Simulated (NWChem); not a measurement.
CH$_{3}$ClO$_{3}$Si; SMILES O=C[Si](O)(O)Cl

```xyz
9

O      0.5302     2.3305    -0.3823
C      0.3987     1.5260     0.5133
Si    -0.3878    -0.1506     0.0342
O     -1.7111    -0.3894     0.9751
O     -0.7112     0.0077    -1.5675
Cl     0.9574    -1.6823     0.3326
H      0.7384     1.7765     1.5519
H     -2.2285    -1.1939     0.8698
H     -0.4221     0.8776    -1.8835
```
Atoms are numbered in this order, from 1.

All runs: NWChem. STO-3G and 3-21G are far too small for this property and stand as cheap habits. Coordinates come from a PBE0/def2-SVP optimisation. GIAO values for the isolated, static molecule; σ is the absolute isotropic shielding, δ = σ(reference) − σ with the isolated reference molecule computed at the same levels (13C: tetramethylsilane, 1H: tetramethylsilane, 17O: water, 29Si: tetramethylsilane).

For level Hartree-Fock/STO-3G:

```yaml
"δ O1 (ppm)": 835.1
"δ C2 (ppm)": 176.4
"δ Si3 (ppm)": -20.3
"δ O5 (ppm)": -80.0
"σ Cl6 (ppm)": 1205.8
"δ H7 (ppm)": 12.55
"δ H8 (ppm)": -1.34
```

Q: How do the values read with level BHandHLYP/pcSseg-1 instead?

A: δ O1 (ppm): 903.7
δ C2 (ppm): 238.6
δ Si3 (ppm): -57.2
δ O5 (ppm): 50.6
σ Cl6 (ppm): 909.1
δ H7 (ppm): 10.80
δ H8 (ppm): 2.93
